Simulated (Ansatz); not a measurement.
Molecule: sum formula ZnO₂H₂, charge 0, multiplicity 1. 
Structure (B3LYP-D3(BJ)/def2-TZVP (Ansatz, a program for electronic structure) minimum search):
```xyz
5

Zn    -0.0001     0.0083     0.0015
O      1.1532     0.1724    -1.3393
H      1.8905     0.7656    -1.1673
O     -1.1515    -0.3325     1.3103
H     -1.9018     0.2678     1.3544
```

Dipole moments at this geometry, in debye (magnitudes).

| level | program | dipole (D) |
|---|---|---|
| BLYP/def2-TZVPD | Ansatz | 1.77 |
| B97M-V/def2-TZVPD | Ansatz | 1.78 |
| PBE0/def2-TZVPD | Ansatz | 1.87 |
| r2SCANh/def2-TZVPD | Ansatz | 1.85 |
| r2SCAN0/def2-TZVPD | Ansatz | 1.91 |
| CAM-B3LYP/def2-TZVPD | Ansatz | 1.94 |
| LC-wPBE/def2-TZVPD | Ansatz | ? |
| wB97X-V/def2-TZVPD | Ansatz | 1.92 |
| CCSD(T)/def2-SVPD | Ansatz | ? |

**Question.** What belongs in the gaps?

**Answer.** 
- LC-wPBE/def2-TZVPD, dipole (D): 1.97
- CCSD(T)/def2-SVPD, dipole (D): 1.91
